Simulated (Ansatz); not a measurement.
`[F][Mo](=[S])([Cl])([Cl])[Cl]`, relaxed with RKS PBE-D4/def2-SVP in Ansatz from a rough embedded geometry. The force threshold is 0.03 eV/Å; the program also tests the step.

Charge 0, multiplicity 1. Mo: def2 effective core potential.

Start:

```xyz
6

F     1.119   -1.270    0.660
Mo   -0.074    0.093    0.180
S    -0.338    2.069   -0.432
Cl    1.151   -0.228   -2.301
Cl   -1.772   -1.454   -0.493
Cl   -0.087    0.790    2.386
```

```tsv
step	energy (eV)	largest force (eV/Å)	largest move (Å)
1	-52941.8143	2.996	0.000
2	-52942.7842	1.458	0.195
3	-52943.0361	1.140	0.195
4	-52943.1496	0.376	0.175
5	-52943.2324	0.359	0.119
6	-52943.3710	0.788	0.199
7	-52943.5088	1.053	0.195
8	-52943.6400	0.802	0.200
9	-52943.7150	0.275	0.200
10	-52943.7225	0.033	0.082
11 (rejected)	-52943.7221	0.098	0.015
12	-52943.7227	0.004	0.004
```

End:

```xyz
6

F     1.815   -0.173    0.591
Mo    0.051    0.018    0.012
S    -0.133    2.054   -0.441
Cl    0.795   -0.953   -1.941
Cl   -2.039   -0.809   -0.468
Cl   -0.489   -0.137    2.247
```

It took 13 s on 4 threads of an Intel Xeon 6975P-C on a shared host, with 0.21 GiB of host memory at the peak.
